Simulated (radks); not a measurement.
Task: The mean radii <r> (bohr) of the occupied orbitals of an atom or ion are listed with their occupations. Method: non-relativistic Kohn-Sham, Wu-Cohen GGA, spin-polarised, spherical densities, point nucleus; computed with a radial shooting solver on a logarithmic mesh with Libxc functionals.

| orbital | occ. | <r> |
|---|---|---|
| 1s up | 1 | 0.04370 |
| 1s down | 1 | 0.04370 |
| 2s up | 1 | 0.1938 |
| 2s down | 1 | 0.1938 |
| 2p up | 3 | 0.1672 |
| 2p down | 3 | 0.1672 |
| 3s up | 1 | 0.5628 |
| 3s down | 1 | 0.5625 |
| 3p up | 3 | 0.5690 |
| 3p down | 3 | 0.5684 |
| 3d up | 5 | 0.5883 |
| 3d down | 5 | 0.5852 |
| 4s up | 1 | 1.614 |
| 4s down | 1 | 1.610 |
| 4p up | 3 | 1.846 |

Name the element and its charge. Open shells, if any, are filled with parallel spins first.

Result: Z = 35, bromine, charge +2: Br2+ in [Ar] 3d10 4s2 4p3. The 1s radius gives Z: for a bare nucleus <r> = 1.5/Z, 0.04286 bohr for Z = 35, and screening makes it slightly larger (0.04370 here). The occupations add up to 33, and the charge is Z minus that.
